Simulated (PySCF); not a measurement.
Al(H)2(NEtMe) (C3H10AlN), SMILES CC[N](C)[AlH2].

Coordinates come from a B3LYP-D3(BJ)/def2-SVP optimisation. One conformer was computed; it need not be the lowest.

Level of theory: PySCF with B3LYP-D3(BJ)/def2-SVP.

Frequencies are harmonic and unscaled.

```csv
mode,ν (cm⁻¹),IR (km/mol),Raman (Å⁴/amu),depolarisation,moving atoms (share of kinetic energy)
1,77,0.1,0.8,0.70,"H 42 %, C 41 %, Al 12 %"
2,185,1.6,0.5,0.59,"H 62 %, C 16 %, N 15 %"
3,206,0.3,0.2,0.70,"H 72 %, C 11 %, N 9 %"
4,227,0.9,1.7,0.75,"H 65 %, C 18 %, N 14 %"
5,262,0.3,2.7,0.73,"H 75 %, C 21 %"
6,280,0.8,2.8,0.75,"H 75 %, C 22 %"
7,370,0.9,3.2,0.41,"H 42 %, C 34 %, Al 19 %"
8,444,4.1,4.5,0.17,"N 36 %, H 29 %, C 26 %, Al 9 %"
9,548,73.5,8.0,0.75,"H 78 %, Al 14 %"
10,585,182.8,1.1,0.75,"H 85 %, Al 12 %"
11,647,1.5,16.4,0.13,"C 39 %, H 31 %, Al 19 %, N 10 %"
12,779,253.0,9.4,0.20,"H 90 %, Al 9 %"
13,801,0.6,0.4,0.31,"H 88 %, C 12 %"
14,918,24.6,8.7,0.59,"H 43 %, C 36 %, N 18 %"
15,1038,73.7,19.1,0.41,"C 42 %, H 38 %, N 18 %"
16,1078,6.2,4.5,0.28,"C 51 %, H 44 %"
17,1105,3.9,2.7,0.52,"H 66 %, C 32 %"
18,1142,1.9,0.6,0.60,"H 70 %, C 22 %, N 8 %"
19,1212,89.2,2.9,0.71,"N 48 %, C 35 %, H 17 %"
20,1250,22.1,20.6,0.29,"H 52 %, C 25 %, N 22 %"
21,1346,14.1,8.7,0.34,"H 76 %, N 15 %, C 9 %"
22,1376,10.9,3.2,0.53,"H 78 %, C 18 %"
23,1398,26.4,5.7,0.50,"H 74 %, C 25 %"
24,1444,13.6,16.8,0.75,"H 87 %, C 13 %"
25,1455,8.8,13.1,0.74,H 97 %
26,1460,1.5,28.7,0.71,H 95 %
27,1469,3.2,23.7,0.72,H 96 %
28,1484,3.4,2.0,0.73,H 92 %
29,1494,11.3,17.9,0.74,H 96 %
30,1938,93.8,177.9,0.10,H 98 %
31,1945,236.5,39.0,0.75,H 95 %
32,2968,43.3,40.1,0.71,H 95 %
33,2972,114.5,256.8,0.11,H 96 %
34,3024,13.9,104.2,0.53,H 93 %
35,3030,48.3,137.7,0.09,H 95 %
36,3057,13.1,71.4,0.56,"H 91 %, C 9 %"
37,3100,18.1,54.0,0.68,"H 91 %, C 9 %"
38,3111,29.6,91.4,0.65,"H 91 %, C 9 %"
39,3116,30.6,45.9,0.75,"H 91 %, C 9 %"
```
